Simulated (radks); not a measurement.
V2+, configuration [Ar] 3d3. All-electron calculation, scalar-relativistic Kohn-Sham, LDA (Slater exchange, VWN5 correlation), spin-polarised, spherical densities, point nucleus; open shells are filled with parallel spins first. Program: a radial shooting solver on a logarithmic mesh with Libxc functionals. Some entries of the table are withheld. Estimate them.

orbital,occ.,eigenvalue (Ry),r(max) (bohr),<r> (bohr)
1s down,1,-394.5150,0.04358,0.06657
1s up,1,-394.5145,0.04358,0.06657
2s up,1,-45.40006,0.2562,0.3092
2s down,1,-45.31818,0.2561,0.3089
2p up,3,-38.17239,0.2081,0.2747
2p down,3,-38.10869,0.2079,0.2742
3s up,1,(1),0.8201,0.9500
3s down,1,(2),0.8205,0.9519
3p up,3,-4.52774,0.8444,1.015
3p down,3,-4.32207,0.8452,1.019
3d up,3,-1.65703,0.8814,1.302
3d down,0,-1.46705,0.8897,1.345

Answer. 
(1) 3s up eigenvalue (Ry): -6.43096
(2) 3s down eigenvalue (Ry): -6.22133
